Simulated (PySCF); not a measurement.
**¹⁵N chemical shifts**

[PySCF: NMR shieldings at PBE0/pcSseg-1/GIAO; coordinates at the GFN2-xTB level; one computed conformer; rapidly exchanging positions averaged; relativity neglected; gas phase]

Shieldings were converted by a linear fit to measured shifts: ¹⁵N: δ = -148.07 − 0.921σ (rms 6.3 ppm, 71 shifts vs CH3NO2, solution or neat liquid). Occasional misses reach two or three times the rms, and more in compound classes unlike the fitted ones.

Question: Give the ¹⁵N shifts of `C#C[C@H](CF)c1ncno1`.

Answer: 
```
                                                      compound                             environment  δ (ppm)
[CH:1]#[C:2][C@H:3]([CH2:4][F:5])[c:6]1[n:7][cH:8][n:9][o:10]1  N9: pyridine-type nitrogen of an azole    -21.9
[CH:1]#[C:2][C@H:3]([CH2:4][F:5])[c:6]1[n:7][cH:8][n:9][o:10]1  N7: pyridine-type nitrogen of an azole   -138.4
```

Question: Order these by ¹⁵N shift, lowest first.
A. N#Cc1ccccc1CF
B. CC#C[Si@@H]1C[SiH2][C@@H](C#N)C1
C. C#CCC(=C)[SiH2]N[SiH2]C#C
D. c1cncpc1

Answer: C (-387.4 ppm, nitrogen bonded to 2 Si, H), B (-124.6 ppm, nitrile nitrogen), A (-93.2 ppm, nitrile nitrogen), D (-45.2 ppm, pyridine-type ring nitrogen).
